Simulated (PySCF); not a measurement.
## [Yb(H2CO)]3+ at several levels of theory

Computed with PySCF 2.14.0 (density fitting, no spin-orbit coupling) at the geometry relaxed with PBE0:

```xyz
5
[Yb(H2CO)]3+ (singlet in the valence; each metal's 4f electrons, 13 of them, lie in its core potential, out of spins and levels)
Yb    0.0000    0.0000   -0.1517
O     0.0000    0.0000    1.8629
C     0.0000    0.0000    3.1346
H     0.9736    0.0000    3.6762
H    -0.9736    0.0000    3.6762
```

```json
{"level": "PBE0", "basis": "Yb lcecp-1-SVP with ECP59, O def2-SVP, C def2-SVP, H def2-SVP", "state": "singlet", "HOMO (eV)": "-25.63", "gap (eV)": "5.94", "charge on Yb1 (e)": "2.42", "population of f-type functions on Yb1 (polarisation alone where 4f lies in the core)": "0.02", "dipole about the centre of mass (D)": "5.50", "largest force component (eV/Å)": "0.00"}
{"level": "M06-L", "basis": "the same", "state": "singlet", "HOMO (eV)": "-24.27", "gap (eV)": "4.03", "charge on Yb1 (e)": "2.45", "population of f-type functions on Yb1 (polarisation alone where 4f lies in the core)": "0.02", "dipole about the centre of mass (D)": "5.44", "largest force component (eV/Å)": "0.51"}
{"level": "PBE0", "basis": "Yb lcecp-1-TZVP with ECP59, O def2-TZVP, C def2-TZVP, H def2-TZVP", "state": "singlet", "HOMO (eV)": "-25.59", "gap (eV)": "5.95", "charge on Yb1 (e)": "2.52", "population of f-type functions on Yb1 (polarisation alone where 4f lies in the core)": "0.03", "dipole about the centre of mass (D)": "5.56", "largest force component (eV/Å)": "0.44"}
```

In the lcecp rows the 4f levels are missing from HOMO and gap, and the state counts the valence alone.

Charges are Mulliken's, which hang on the basis. The relaxation used the grid (50, 194), these runs (75, 302) or, all-electron (x2c bases, spin-free X2C Hamiltonian), (99, 590).

**Question.** What does r2SCAN with Yb lcecp-1-SVP with ECP59, O def2-SVP, C def2-SVP, H def2-SVP give here?

**Answer.** state singlet, HOMO (eV) -24.42, gap (eV) 4.19, charge on Yb1 (e) 2.42, population of f-type functions on Yb1 (polarisation alone where 4f lies in the core) 0.02, dipole about the centre of mass (D) 5.56, largest force component (eV/Å) 0.29. Time: 4.2 s on 2 threads of Intel(R) Xeon(R) CPU @ 2.60GHz (Ice Lake) (shared host), from an already converged density.

In the first row's basis the gap widens with exact exchange: 4.0 to 4.2 eV for M06-L, r2SCAN (none); 5.9 eV for PBE0 (a fixed share).

An lcecp potential fixes the number of 4f electrons, so in runs with it no electron can move into or out of that shell.
